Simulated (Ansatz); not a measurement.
Frontier orbitals of `[Cl][Ga@H-]1[OH+][Ga@H-]([Cl])[OH+]1`.

Cartesian coordinates in Å:
```
Cl -0.878 -1.554 -2.441
Ga -1.241 -0.522 -0.584
O 0.115 -1.057 0.698
Ga 1.241 0.521 0.584
Cl 0.881 1.554 2.441
O -0.116 1.057 -0.697
H -2.649 -0.345 0.032
H -0.175 -1.297 1.582
H 2.648 0.343 -0.034
H 0.174 1.298 -1.581
```

The species carries charge 0 and has multiplicity 1. Correlated methods include outer-core shells of Ga, which these sets cover unevenly. Scalar relativity is left out up to krypton. All single points use the PBE0-D4/def2-TZVP geometry. Basis def2-TZVPP, the Gaussian-basis code of Ansatz.

```tsv
functional	HOMO (eV)	LUMO (eV)	gap (eV)
PBE	-7.34	-1.39	5.95
r2SCAN	-7.70	-1.00	6.70
PBE0	-8.73	-0.58	8.15
B3LYP	-8.46	-0.85	7.61
r2SCAN0	-8.98	-0.34	8.64
ωB97M-V	-10.99	1.01	12.00
```

Against PBE, PBE0 changes HOMO and LUMO by −1.40 and +0.81 eV, ωB97M-V by −3.65 and +2.40 eV. A gap of 5.95 eV thus becomes 11.99 eV for the same molecule, so an orbital gap means little without its functional. A positive LUMO is unbound and depends on the basis.

B3LYP here is the variant with VWN-RPA as its local correlation; programs differ in this.
